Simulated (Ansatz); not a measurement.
The pair A = HF (SMILES F) (first 2 atoms), B = C2H4 (SMILES C=C); geometry from B3LYP-D3(BJ)/def2-TZVP.
(charge 0, multiplicity 1):
```xyz
8

F     -0.2339     0.8565     0.5851
H     -0.1684     0.5554     1.4687
C     -0.5436     0.2478     3.6421
C      0.4985    -0.5061     3.3093
H     -0.4209     1.2675     3.9868
H     -1.5579    -0.1292     3.5911
H      0.3765    -1.5288     2.9734
H      1.5135    -0.1320     3.3691
```

Frozen-core correlation. MP2 and its Hartree–Fock in aug-cc-pVQZ are density fitted.

Programs: Ansatz (Gaussian orbitals). 

The counterpoise-corrected interaction energy is E(AB) − E(A in the pair's basis) − E(B in the pair's basis). Total energies (hartree):

| level | AB | A in the pair's basis | B in the pair's basis |
|---|---|---|---|
| HF/aug-cc-pVTZ | -178.1293841 | -100.0599681 | -78.0648530 |
| MP2/aug-cc-pVTZ | -178.7535679 | -100.3411044 | -78.4050342 |
| HF/aug-cc-pVQZ | -178.1413382 | -100.0673463 | -78.0694656 |
| MP2/aug-cc-pVQZ | -178.8050165 | -100.3696154 | -78.4277499 |
| CCSD(T)/aug-cc-pVTZ | -178.8009979 | -100.3497945 | -78.4441784 |

Work out the counterpoise-corrected interaction energy at the basis-set limit: extrapolate the MP2 correlation part as X⁻³, take Hartree–Fock from the larger set, and add the CCSD(T) − MP2 difference of aug-cc-pVTZ.


1. Differences (1 hartree = 627.509 kcal/mol): HF/aug-cc-pVTZ -2.863; MP2/aug-cc-pVTZ -4.662; HF/aug-cc-pVQZ -2.840; MP2/aug-cc-pVQZ -4.801; CCSD(T)/aug-cc-pVTZ -4.408.
2. Correlation parts, MP2 less HF: -1.799 in aug-cc-pVTZ (X = 3), -1.961 in aug-cc-pVQZ (X = 4).
3. Limit (4³·(-1.961) − 3³·(-1.799))/(4³ − 3³) = -2.079; with HF/aug-cc-pVQZ it gives -4.920.
4. CCSD(T) less MP2 in aug-cc-pVTZ: 0.254.
Result: -4.67 kcal/mol, against -4.66 at MP2/aug-cc-pVTZ. It is an estimate of this method's limit, not of the exact value.

Ansatz is an electronic-structure program.
